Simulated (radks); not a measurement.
Species: Pm13+. Configuration: [Kr] 4d10 5s2. All-electron calculation, scalar-relativistic Kohn-Sham, r2SCAN, spin-polarised, spherical densities, finite nucleus; meta-GGA in the generalised Kohn-Sham scheme; Fermi nuclear charge, rms radius 4.962 fm. Program: a radial shooting solver on a logarithmic mesh with Libxc functionals.

Unscreened Slater integrals over Kohn-Sham orbitals (eV). They are taken over the spin-up orbitals.

integral    value
F0(5s,5s)  20.699
F0(5s,4d)  24.793
G2(5s,4d)  2.9233
F0(5s,4p)  25.070
G1(5s,4p)  2.2745
F0(5s,4s)  25.272
G0(5s,4s)  1.6257
F0(4d,4d)  37.702
F2(4d,4d)  19.346
F4(4d,4d)  13.039
F0(4d,4p)  38.795
F2(4d,4p)  20.060
G1(4d,4p)  25.425
G3(4d,4p)  16.029
F0(4d,4s)  39.637
G2(4d,4s)  19.859
F0(4p,4p)  40.042
F2(4p,4p)  21.089
F0(4p,4s)  40.964
G1(4p,4s)  27.936
F0(4s,4s)  41.975
